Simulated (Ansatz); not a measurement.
Isolated molecules relaxed with PBE0-D4/def2-TZVP in Ansatz; ΔE leaves out vibrations. CCSD(T)/CBS is the MP2 limit (def2-TZVPP, def2-QZVPP) plus CCSD(T) − MP2 in def2-TZVPP, frozen cores. For Ga outer-core shells are correlated without core-valence functions, which leaves a few kJ/mol of doubt a bond. Scalar relativity is left out up to krypton. Each species was taken in one conformer, which may not be the lowest.

Consider the redistribution: `[NH2][Ga]([F])[Cl]` + `C[SiH2][SiH](N)O` → `[NH2][Ga]([NH2])[Cl]` + `C[SiH2][SiH](O)F`.

| species | MP2/def2-QZVPP energy (Eh) |
| --- | --- |
| `[NH2][Ga]([F])[Cl]` | -2539.25873 |
| `C[SiH2][SiH](N)O` | -751.45291 |
| `[NH2][Ga]([NH2])[Cl]` | -2495.35302 |
| `C[SiH2][SiH](O)F` | -795.37597 |

(1) Work out ΔE.

Largest T1 diagnostic among the species: 0.013.

Results:

(1) ΔE = (-2495.35302) + (-795.37597) − (-2539.25873) − (-751.45291) = -0.01735 Eh = -45.6 kJ/mol. CCSD(T)/CBS gives -47.6 kJ/mol.
